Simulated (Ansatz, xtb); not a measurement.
**Relaxing a trial structure of FGeNO2**

The starting geometry of this gas-phase singlet was built from a drawn formula by distance geometry and a force field; its bonds are those of `[F][Ge]12[O][N]1[O]2`.

```tsv
atom	x (Å)	y (Å)	z (Å)
F	-0.5313	1.3369	3.3281
Ge	-0.5831	0.7584	1.6689
N	-2.2617	1.4500	0.9514
O	-1.0727	2.0212	0.5370
O	-2.1381	0.1576	1.2396
```

Q: Where would you expect an optimisation with r2SCAN-D4/def2-SVP to take it?

A: A bond breaks, giving a structure given below by its coordinates. Distances that change by over a tenth: Ge2–O4 (1.77 → 2.12 Å), Ge2–O5 (1.72 → 2.12 Å). Contacts that open: Ge2–N3 (1.95 → 2.55 Å).

The energy falls by 3.78 eV over 11 steps:

| step | E − E(last) (eV) |
| --- | --- |
| 1 | 3.781 |
| 2 | 2.433 |
| 3 | 1.591 |
| 4 | 0.513 |
| 5 | 0.203 |
| 7 | 0.047 |
| 8 | 0.004 |
| 9 | 0.001 |
| 10 | 0.000 |
| 11 | 0.000 |

Final geometry (Å):

```yaml
atoms:
  - { symbol: F, position_ang: [-0.5218, 1.3304, 3.3069] }
  - { symbol: Ge, position_ang: [-0.1991, 0.5821, 1.7623] }
  - { symbol: N, position_ang: [-2.3417, 1.4058, 0.6480] }
  - { symbol: O, position_ang: [-1.2688, 2.0626, 0.6906] }
  - { symbol: O, position_ang: [-2.2554, 0.3432, 1.3173] }
```

From the same start GFN2-xTB reaches the same bonding as this run.

The end wasn't checked by frequencies. Run with Ansatz 0.2.0, 13 s on 2 threads of Intel(R) Xeon(R) 6975P-C (Granite Rapids), with other jobs on the host.
